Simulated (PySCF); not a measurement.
Polarisability and C₆ of Rh(2+) (rhodium, charge +2)

[Kr] 4d6 5s1, high-spin 6D determinant (an excited configuration). Calculation: PySCF 2.14, in aug-cc-pwCVTZ-DK (11s10p8d4f3g, 136 functions); scalar relativity by spin-free X2C-1e. Coupled (time-dependent) response in atomic units; α is the mean over directions.

| method | mean α (bohr³) | α xx, yy, zz | C₆ (like pair) | S(−4) |
| --- | --- | --- | --- | --- |
| PBE | 18.12 | 17.91, 17.91, 18.54 | 100.8 | 197.8 |

S(−4) is the Cauchy moment in α(ω) = α(0) + S(−4) ω² + …

Spin-orbit coupling is absent.

α(iu) at PBE:

```csv
u (hartree),α(iu) (bohr³)
0,18.12
0.0500,17.64
0.100,16.40
0.200,13.14
0.300,10.38
0.500,7.068
0.750,5.010
1.00,3.848
1.50,2.539
2.00,1.810
3.00,1.047
5.00,0.4749
```

For an ion, C₆ is the dispersion term alone; charge-induced terms of lower order in 1/R come first.

The components differ because the open shell of this determinant is not spherical; for a pure term their mean is the scalar polarisability.
